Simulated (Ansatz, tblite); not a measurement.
Cost and result up the ladder for Si(OMe)Me3 (C₄H₁₂OSi) (18 atoms). The state is a singlet with charge 0. Geometry: r2SCAN-D4/def2-SVP.

```xyz
18

Si    0.188   -0.270    0.175
O    -0.477   -0.316   -1.367
C    -1.175    0.750   -1.957
H    -2.080    1.030   -1.382
H    -1.500    0.449   -2.966
H    -0.547    1.657   -2.063
C    -1.163    0.038    1.444
H    -1.956   -0.725    1.372
H    -1.635    1.026    1.314
H    -0.758    0.004    2.469
C     1.479    1.092    0.274
H     2.261    0.953   -0.491
H     1.973    1.098    1.260
H     1.038    2.091    0.125
C     0.965   -1.951    0.413
H     1.733   -2.140   -0.354
H     0.208   -2.748    0.332
H     1.444   -2.038    1.402
```

Ansatz on 2 threads of AMD EPYC 7R13 on a shared host; xTB runs through tblite on one thread. Times are rough, summed over both states, and most runs start from the orbitals of an earlier one. PBE0-D4/def2-TZVP serves as the yardstick here, not as an exact answer. The other state is a triplet.

The xTB rows come from tblite.

xTB has no spin-polarisation term.

```csv
level,functions,wall time,vertical triplet (eV),difference from PBE0-D4/def2-TZVP (eV)
GFN2-xTB,41,0.016 s,7.26,0.02
GFN1-xTB,53,0.026 s,7.69,0.45
PBE-D4/def2-TZVP,264,14 s,6.58,-0.66
r2SCAN-D4/def2-TZVP,264,25 s,7.05,-0.19
PBE0-D4/def2-TZVP (with forces),264,44 s,7.24,0.00
```
